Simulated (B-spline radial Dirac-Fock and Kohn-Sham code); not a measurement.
Calculated with a radial B-spline solver, using relaxed Dirac-Fock hole states (ΔSCF) with Breit and QED corrections and a finite nucleus. Correlation energy is missing from these numbers.

Q: An atom or ion in its tabulated ground configuration has these computed binding energies (the last is its least bound level). Which is it?

| level | binding energy (eV) |
| --- | --- |
| K | 31719.8 |
| L2 | 5586.1 |
| L3 | 5335.0 |
| M1 | 1985.9 |
| M2 | 1857.8 |
| M3 | 1803.8 |
| M4,5 | 1606.7 |

A: Sb²⁸⁺: Z = 51 with 23 electrons, [Ar] 3d5. The hydrogen-like estimate √(E/Ry) = 48.3 for the K level lies 2.7 below Z (screening lowers it, relativity raises it); the outermost level, at 1606.7 eV, fixes the charge.
